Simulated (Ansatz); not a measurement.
`CB(N)F` + `[SiH3][Zn][Cl]` → `CB(N)[SiH3]` + `[F][Zn][Cl]`  (redistribution)

Calculated with Ansatz (gas phase, PBE0-D4/def2-TZVP geometries, no zero-point term in ΔE). CCSD(T)/CBS is the MP2 limit (def2-TZVPP, def2-QZVPP) plus CCSD(T) − MP2 in def2-TZVPP, frozen cores. DFT in def2-TZVPP. B3LYP here is the variant with VWN-RPA as its local correlation; programs differ in this. For Zn outer-core shells are correlated without core-valence functions, which leaves a few kJ/mol of doubt a bond. Scalar relativity is left out up to krypton. Each species was taken in one conformer, which may not be the lowest.

`CB(N)F`:

Cartesian coordinates in Å:
```
C -0.627 -0.638 0.788
B 0.263 0.463 0.118
N 0.639 0.466 -1.227
F 0.706 1.485 0.876
H -0.086 -1.108 1.615
H -0.946 -1.424 0.101
H -1.522 -0.185 1.226
H 1.212 1.190 -1.625
H 0.361 -0.249 -1.873
```

`[SiH3][Zn][Cl]`:

Cartesian coordinates in Å:
```
Si 0.770 -0.191 0.366
Zn -1.301 0.323 -0.618
Cl -3.166 0.786 -1.505
H 0.655 -1.397 1.230
H 1.793 -0.461 -0.679
H 1.249 0.940 1.206
```

`CB(N)[SiH3]`:

Cartesian coordinates in Å:
```
C 0.759 0.869 1.145
B -0.097 -0.126 0.280
N -0.888 -1.092 0.896
Si -0.089 -0.049 -1.747
H 0.488 1.907 0.925
H 0.657 0.717 2.224
H 1.822 0.785 0.893
H -1.456 -1.754 0.394
H -0.946 -1.192 1.898
H 1.282 -0.247 -2.301
H -0.564 1.274 -2.249
H -0.967 -1.093 -2.358
```

`[F][Zn][Cl]`:

Z-matrix (Å, degrees):
```
Zn
F 1 1.739
Cl 1 2.073 2 180.0
```

Task: Is it downhill or uphill in electronic energy at CCSD(T)/CBS, and by how much? (Estimate.)

Result: The calculation gave: Uphill: ΔE = +125.8 kJ/mol.

Task: What do these levels give: PBE-D4, revPBE-D4, r2SCAN0-D4, B2PLYP, revPBE, B3LYP? (Estimate.)

Result: Computed: PBE-D4 135.0, revPBE-D4 128.8, r2SCAN0-D4 143.9, B2PLYP 137.9, revPBE 135.4, B3LYP 143.9 kJ/mol.

Task: What do rigid-rotor, harmonic-oscillator terms from PBE0-D4/def2-TZVP frequencies (298.15 K, 1 bar) make of the CCSD(T)/CBS value? (Estimate.)

Result: Ansatz gave: ΔZPE = -1.2 kJ/mol, ΔH = +125.1 kJ/mol, ΔS = -3 J/(mol·K), ΔG = +126.2 kJ/mol.

Largest T1 diagnostic among the species: 0.016.

From r2SCAN to r2SCAN0 (25 % exact exchange), in def2-TZVPP and without D4, ΔE moves by +3.8 kJ/mol. At CCSD(T), def2-SVP lies +15.4 kJ/mol from the extrapolated value and def2-TZVPP +5.5 kJ/mol. The D4 term adds −4.6 kJ/mol with B3LYP and −2.6 kJ/mol with PBE0; it sums over pairs of atoms, weighted by their polarisabilities, and B3LYP, whose exchange is more repulsive, gets the larger term.
